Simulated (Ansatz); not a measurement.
Steps of a relaxation of CH$_{8}$O$_{2}$Si$_{2}$, SMILES `OC[SiH](O)[SiH3]` with RKS PBE0-D4/def2-TZVP.

```sh
$ ansatz run in.yaml --threads 4 --pin off --events-out ev --progress --plain --max-ram 10444MiB
```

```yaml
crystal:
  periodic: [false, false, false]
  atoms:
    - {symbol: O, position_ang: [-2.055969, 1.582523, 0.538207]}
    - {symbol: C, position_ang: [-1.594046, 0.248939, 0.355818]}
    - {symbol: Si, position_ang: [0.309201, 0.293510, 0.505970]}
    - {symbol: O, position_ang: [0.724823, 1.718745, -0.341337]}
    - {symbol: Si, position_ang: [1.417203, -1.584161, -0.396534]}
    - {symbol: H, position_ang: [-1.429353, 2.152050, 0.043736]}
    - {symbol: H, position_ang: [-1.911019, -0.189808, -0.626557]}
    - {symbol: H, position_ang: [-2.049121, -0.392131, 1.141517]}
    - {symbol: H, position_ang: [0.711858, 0.551836, 1.929365]}
    - {symbol: H, position_ang: [0.921219, 1.588353, -1.285257]}
    - {symbol: H, position_ang: [1.103761, -1.678628, -1.870135]}
    - {symbol: H, position_ang: [0.960798, -2.859011, 0.265462]}
    - {symbol: H, position_ang: [2.911042, -1.467217, -0.245556]}
basis:
  gaussian: {orbitals: def2-TZVP}
hamiltonian: {xc: pbe0, dispersion: d4}
relax: {f_tol: 0.005, max_steps: 150}
```

Positions (Å) and forces (eV/Å) along the path, 10 of 14 steps:

```xyz
13
step=1 energy=-21007.9528 eV
O    -2.056    1.583    0.538    0.501    0.119   -0.522
C    -1.594    0.249    0.356    0.019   -0.519    0.018
Si    0.309    0.294    0.506   -0.015    0.728   -0.266
O     0.725    1.719   -0.341   -0.040   -0.914   -0.232
Si    1.417   -1.584   -0.397    0.094   -0.177   -0.114
H    -1.429    2.152    0.044   -0.535   -0.320    0.425
H    -1.911   -0.190   -0.627    0.126    0.348    0.516
H    -2.049   -0.392    1.142    0.210    0.386   -0.367
H     0.712    0.552    1.929   -0.077   -0.050   -0.287
H     0.921    1.588   -1.285   -0.116    0.108    0.677
H     1.104   -1.679   -1.870    0.065    0.015    0.307
H     0.961   -2.859    0.265    0.087    0.294   -0.136
H     2.911   -1.467   -0.246   -0.320   -0.019   -0.019
13
step=3 energy=-21008.0210 eV
O    -2.089    1.545    0.543   -0.014   -0.018    0.025
C    -1.558    0.242    0.347    0.020    0.059   -0.015
Si    0.323    0.314    0.471   -0.074    0.160    0.108
O     0.746    1.711   -0.343    0.026   -0.223    0.010
Si    1.392   -1.589   -0.390    0.016    0.076   -0.062
H    -1.517    2.165    0.077   -0.001    0.024    0.009
H    -1.878   -0.172   -0.618   -0.033   -0.053   -0.082
H    -1.980   -0.404    1.120   -0.023   -0.051    0.056
H     0.721    0.555    1.878    0.017   -0.002    0.064
H     0.972    1.597   -1.266    0.042    0.083   -0.092
H     1.088   -1.686   -1.843    0.007   -0.034   -0.068
H     0.937   -2.840    0.268   -0.048   -0.007    0.047
H     2.863   -1.471   -0.229    0.065   -0.014    0.000
13
step=4 energy=-21008.0278 eV
O    -2.102    1.532    0.566   -0.084   -0.024    0.065
C    -1.556    0.240    0.343    0.033    0.067   -0.012
Si    0.324    0.326    0.469    0.021   -0.014    0.001
O     0.771    1.703   -0.358   -0.010   -0.076    0.029
Si    1.390   -1.586   -0.390   -0.019    0.083   -0.003
H    -1.555    2.171    0.102    0.045    0.046   -0.036
H    -1.874   -0.161   -0.629   -0.016   -0.036   -0.054
H    -1.968   -0.424    1.106   -0.014   -0.043    0.038
H     0.722    0.564    1.878    0.002    0.023    0.041
H     0.997    1.598   -1.282    0.019    0.030   -0.046
H     1.090   -1.695   -1.845    0.005   -0.025   -0.048
H     0.919   -2.825    0.280   -0.028   -0.019    0.026
H     2.862   -1.480   -0.226    0.046   -0.014   -0.002
13
step=5 energy=-21008.0301 eV
O    -2.115    1.523    0.589   -0.015   -0.004    0.014
C    -1.552    0.242    0.340   -0.003    0.010   -0.001
Si    0.328    0.333    0.466    0.019   -0.025   -0.032
O     0.784    1.700   -0.367    0.006    0.021   -0.010
Si    1.390   -1.584   -0.392   -0.010    0.013    0.017
H    -1.587    2.179    0.123    0.009   -0.018   -0.003
H    -1.869   -0.149   -0.639    0.000    0.002    0.002
H    -1.955   -0.441    1.094    0.000   -0.001   -0.007
H     0.719    0.580    1.878    0.005    0.004    0.003
H     1.012    1.604   -1.292   -0.003    0.000    0.013
H     1.097   -1.712   -1.849   -0.003    0.002    0.000
H     0.902   -2.812    0.291   -0.005    0.000    0.001
H     2.866   -1.497   -0.226    0.001   -0.003    0.003
13
step=8 energy=-21008.0311 eV
O    -2.121    1.502    0.632    0.000    0.009   -0.006
C    -1.541    0.239    0.338    0.003   -0.004    0.002
Si    0.340    0.346    0.449    0.010   -0.003    0.003
O     0.786    1.710   -0.393    0.007    0.015   -0.001
Si    1.389   -1.585   -0.385   -0.006   -0.001   -0.002
H    -1.622    2.176    0.160   -0.002   -0.003    0.006
H    -1.860   -0.126   -0.650   -0.005   -0.005   -0.005
H    -1.928   -0.474    1.072    0.000   -0.003    0.002
H     0.738    0.606    1.856   -0.003    0.002    0.002
H     0.999    1.614   -1.322   -0.004   -0.004    0.000
H     1.134   -1.705   -1.849    0.001   -0.002   -0.002
H     0.845   -2.798    0.283    0.001   -0.002    0.000
H     2.861   -1.541   -0.174   -0.002    0.001    0.002
13
step=9 energy=-21008.0311 eV
O    -2.122    1.500    0.630   -0.002    0.001   -0.003
C    -1.539    0.238    0.337   -0.003    0.003    0.004
Si    0.342    0.348    0.449   -0.004   -0.005   -0.007
O     0.788    1.713   -0.392    0.009    0.011    0.000
Si    1.387   -1.585   -0.386    0.002    0.000    0.001
H    -1.623    2.176    0.159    0.001   -0.001    0.003
H    -1.859   -0.129   -0.650    0.003   -0.001   -0.002
H    -1.924   -0.474    1.072   -0.001   -0.003    0.005
H     0.740    0.608    1.856   -0.003    0.000    0.001
H     0.997    1.617   -1.321   -0.002   -0.003   -0.003
H     1.135   -1.707   -1.850    0.000    0.002    0.001
H     0.841   -2.797    0.282   -0.001   -0.002    0.001
H     2.859   -1.543   -0.172    0.001   -0.001    0.000
13
step=11 energy=-21008.0312 eV
O    -2.124    1.498    0.629    0.002   -0.001   -0.003
C    -1.537    0.238    0.336   -0.001    0.003   -0.001
Si    0.344    0.350    0.448   -0.003   -0.008    0.000
O     0.793    1.714   -0.393    0.003    0.003   -0.009
Si    1.387   -1.585   -0.385   -0.001    0.001    0.002
H    -1.621    2.176    0.165   -0.001    0.000    0.001
H    -1.856   -0.132   -0.650    0.001    0.002    0.002
H    -1.920   -0.476    1.073    0.001   -0.001    0.000
H     0.739    0.611    1.855    0.002    0.002    0.000
H     0.986    1.620   -1.326   -0.003    0.000    0.010
H     1.139   -1.703   -1.850    0.000    0.000    0.000
H     0.832   -2.796    0.279    0.001    0.000   -0.001
H     2.858   -1.550   -0.165    0.000    0.000    0.000
13
step=12 energy=-21008.0312 eV
O    -2.124    1.498    0.629    0.003   -0.001   -0.002
C    -1.536    0.238    0.336    0.000    0.002    0.000
Si    0.344    0.350    0.448   -0.004   -0.004    0.004
O     0.794    1.714   -0.393    0.003    0.000   -0.011
Si    1.387   -1.585   -0.384    0.000   -0.001    0.000
H    -1.621    2.176    0.166   -0.002   -0.001    0.001
H    -1.856   -0.131   -0.651    0.000    0.001    0.001
H    -1.919   -0.476    1.072    0.000    0.000   -0.001
H     0.740    0.613    1.855    0.002    0.001    0.000
H     0.980    1.620   -1.328   -0.002    0.001    0.009
H     1.141   -1.701   -1.850    0.001    0.000    0.000
H     0.831   -2.798    0.277    0.000    0.002    0.000
H     2.858   -1.552   -0.162    0.000    0.001    0.000
13
step=13 energy=-21008.0312 eV
O    -2.124    1.498    0.629    0.002    0.000   -0.001
C    -1.536    0.238    0.336    0.001    0.000    0.002
Si    0.344    0.350    0.448    0.000    0.000    0.000
O     0.795    1.713   -0.394    0.001    0.001   -0.006
Si    1.387   -1.585   -0.384    0.000   -0.001    0.001
H    -1.620    2.176    0.168   -0.001   -0.001    0.001
H    -1.855   -0.131   -0.651   -0.001   -0.001    0.000
H    -1.919   -0.476    1.072   -0.001    0.001   -0.002
H     0.741    0.614    1.855    0.000    0.000    0.000
H     0.976    1.619   -1.330   -0.001    0.000    0.006
H     1.144   -1.699   -1.851    0.000    0.000    0.000
H     0.830   -2.798    0.276    0.001    0.000   -0.001
H     2.858   -1.552   -0.160   -0.001    0.000    0.000
13
step=14 energy=-21008.0312 eV
O    -2.124    1.498    0.629    0.000    0.001    0.000
C    -1.536    0.238    0.336    0.001    0.000    0.002
Si    0.344    0.350    0.448    0.000    0.000    0.000
O     0.794    1.713   -0.394    0.000    0.000   -0.001
Si    1.387   -1.586   -0.384    0.000    0.000    0.000
H    -1.620    2.176    0.168   -0.001    0.000    0.000
H    -1.855   -0.130   -0.651    0.000   -0.001   -0.001
H    -1.919   -0.476    1.072    0.000    0.001   -0.001
H     0.741    0.614    1.855   -0.001    0.000    0.000
H     0.976    1.618   -1.330    0.000    0.000    0.001
H     1.144   -1.699   -1.850    0.000    0.000    0.000
H     0.830   -2.799    0.275    0.000    0.000    0.000
H     2.858   -1.552   -0.159    0.000    0.000    0.000
```

It took 61 s on 4 threads of an Arm Neoverse V1 on a shared host, with 0.6 GiB of host memory at the peak.
